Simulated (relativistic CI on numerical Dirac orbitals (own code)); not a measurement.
**Pt⁴⁺ (5d6) in a crystal field**

Calculated by Dirac-Coulomb-Breit CI, orbitals from a KLI potential per configuration, a model potential for QED, valence Slater integrals scaled by 0.9, one configuration in a parametric crystal field (own radial code). With so little scaling, terms lie 10 to 35 % too far apart, which can change the order of excited levels.

Field parameters in Wybourne normalisation: Oh B⁴₀ = 21Dq, B⁴₄ = √(5/14) B⁴₀. The field is a parameter set, without covalency.

S and J are read from ⟨S²⟩ = S(S + 1) and ⟨J²⟩ = J(J + 1) of each level; they are not fictitious spins.

Oh, 10Dq = 8500 cm⁻¹, the lowest 16 levels:

```csv
E (cm⁻¹),Degeneracy,Irrep,S,J
0.0,1,A1,1.59,3.80
74.8,2,E,1.77,3.80
180,3,T2,1.88,3.92
574,3,T1,1.77,3.86
4810,3,T2,1.68,2.53
6226,3,T1,1.92,2.89
10383,2,E,1.55,2.81
10886,1,A1,1.19,4.14
11918,3,T2,1.75,3.00
12909,3,T1,1.46,3.00
13691,1,A2,1.89,3.02
13974,1,A1,1.75,1.33
14596,2,E,1.22,4.07
15221,3,T1,1.50,3.50
17605,3,T2,1.34,4.36
19629,2,E,1.12,4.63
```

Oh, 10Dq = 42500 cm⁻¹, the lowest 10 levels:

```json
{"E (cm⁻¹)": "0.0", "Degeneracy": "1", "Irrep": "A1", "S": "0.18", "J": "4.42"}
{"E (cm⁻¹)": "29996", "Degeneracy": "2", "Irrep": "E", "S": "1.06", "J": "4.17"}
{"E (cm⁻¹)": "31253", "Degeneracy": "3", "Irrep": "T2", "S": "1.03", "J": "3.85"}
{"E (cm⁻¹)": "32063", "Degeneracy": "3", "Irrep": "T1", "S": "0.99", "J": "4.26"}
{"E (cm⁻¹)": "37801", "Degeneracy": "1", "Irrep": "A1", "S": "1.08", "J": "3.90"}
{"E (cm⁻¹)": "38864", "Degeneracy": "3", "Irrep": "T1", "S": "0.96", "J": "3.80"}
{"E (cm⁻¹)": "41074", "Degeneracy": "2", "Irrep": "E", "S": "1.01", "J": "3.89"}
{"E (cm⁻¹)": "42692", "Degeneracy": "3", "Irrep": "T2", "S": "1.07", "J": "3.77"}
{"E (cm⁻¹)": "44367", "Degeneracy": "1", "Irrep": "A2", "S": "0.99", "J": "3.99"}
{"E (cm⁻¹)": "44433", "Degeneracy": "3", "Irrep": "T1", "S": "0.52", "J": "4.85"}
```

Oh, 10Dq = 35700 cm⁻¹, the lowest 10 levels:

```json
{"E (cm⁻¹)": "0.0", "Degeneracy": "1", "Irrep": "A1", "S": "0.24", "J": "4.38"}
{"E (cm⁻¹)": "23327", "Degeneracy": "2", "Irrep": "E", "S": "1.10", "J": "4.14"}
{"E (cm⁻¹)": "24725", "Degeneracy": "3", "Irrep": "T2", "S": "1.06", "J": "3.79"}
{"E (cm⁻¹)": "25247", "Degeneracy": "3", "Irrep": "T1", "S": "1.05", "J": "4.22"}
{"E (cm⁻¹)": "31278", "Degeneracy": "1", "Irrep": "A1", "S": "1.16", "J": "3.91"}
{"E (cm⁻¹)": "32261", "Degeneracy": "3", "Irrep": "T1", "S": "1.02", "J": "3.74"}
{"E (cm⁻¹)": "34591", "Degeneracy": "2", "Irrep": "E", "S": "1.04", "J": "3.92"}
{"E (cm⁻¹)": "35670", "Degeneracy": "3", "Irrep": "T2", "S": "1.29", "J": "3.83"}
{"E (cm⁻¹)": "37934", "Degeneracy": "3", "Irrep": "T1", "S": "0.64", "J": "4.81"}
{"E (cm⁻¹)": "38116", "Degeneracy": "1", "Irrep": "A2", "S": "0.99", "J": "4.11"}
```

The free-ion ground term has S = 2. The field overcomes the spin-pairing energy for Oh, 10Dq = 42500 cm⁻¹; Oh, 10Dq = 35700 cm⁻¹, where the ground state has lower spin; these fields are assumed values.

Levels of this model without a field, named by their leading LS term: ⁵D4 0, ⁵D2 6444, ⁵D3 7061, ⁵D1 10362, ⁵D0 10630, ³H4 17096, ³H6 21446, ³H5 21470 cm⁻¹.
